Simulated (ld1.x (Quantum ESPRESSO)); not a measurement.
**Building the RRKJ potential for silver (LDA (PZ), fully relativistic).**

- Element: Ag
- Generator: ld1.x (Quantum ESPRESSO) 7.5
- Type: norm-conserving RRKJ (Kleinman–Bylander form)
- Functional: LDA (PZ)
- Relativity: fully relativistic
- Frozen core: [Kr]
- Valence charge: 11
- Reference configuration: 4d10 5s1 5p0
- Partial waves: 5s (bound): rc 2.10 bohr; 5p (bound, empty): rc 3.30 bohr; 4d (bound): rc 1.70 bohr
- Local potential: all-electron potential smoothed inside 1.35 bohr (lloc = -1)
- Core correction: none

Open shells are filled in proportion to 2j + 1 (rel_dist='average').

(1) Is a potential produced?

Answers

(1) No. ld1.x (Quantum ESPRESSO) 7.5 stopped with "compute_chi: n is too large": the Bessel-function wave could not be built (negative determinant in compute_phi), and the routine for χ then failed on it.
